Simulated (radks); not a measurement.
The numbers below are computed, except where a source is named.
Task: The mean radii <r> (bohr) of the occupied orbitals of an atom or ion are listed with their occupations. Code: a radial shooting solver on a logarithmic mesh with Libxc functionals. Model: scalar-relativistic Kohn-Sham, PBE, spin-polarised, spherical densities, finite nucleus; Fermi nuclear charge, rms radius of each element as measured or else 0.836 A^(1/3) + 0.57 fm.

| orbital | occ. | <r> |
|---|---|---|
| 1s up | 1 | 0.02781 |
| 1s down | 1 | 0.02781 |
| 2s up | 1 | 0.1199 |
| 2s down | 1 | 0.1199 |
| 2p up | 3 | 0.1048 |
| 2p down | 3 | 0.1048 |
| 3s up | 1 | 0.3221 |
| 3s down | 1 | 0.3221 |
| 3p up | 3 | 0.3202 |
| 3p down | 3 | 0.3202 |
| 3d up | 5 | 0.2968 |
| 3d down | 5 | 0.2968 |
| 4s up | 1 | 0.7641 |
| 4s down | 1 | 0.7639 |
| 4p up | 3 | 0.8197 |
| 4p down | 3 | 0.8189 |
| 4d up | 5 | 0.9623 |
| 4d down | 5 | 0.9562 |
| 5p up | 2 | 2.230 |
| 5d up | 2 | 3.103 |

Name the element and its charge. Open shells, if any, are filled with parallel spins first.

Result: Z = 52, tellurium, charge +2: Te2+ in [Kr] 4d10 5p2 5d2. The 1s radius gives Z: for a bare nucleus <r> = (2 gamma + 1)/(2Z) with gamma = sqrt(1 - (Z/c)^2), 0.02741 bohr for Z = 52, and screening makes it slightly larger (0.02781 here). The occupations add up to 50, and the charge is Z minus that.
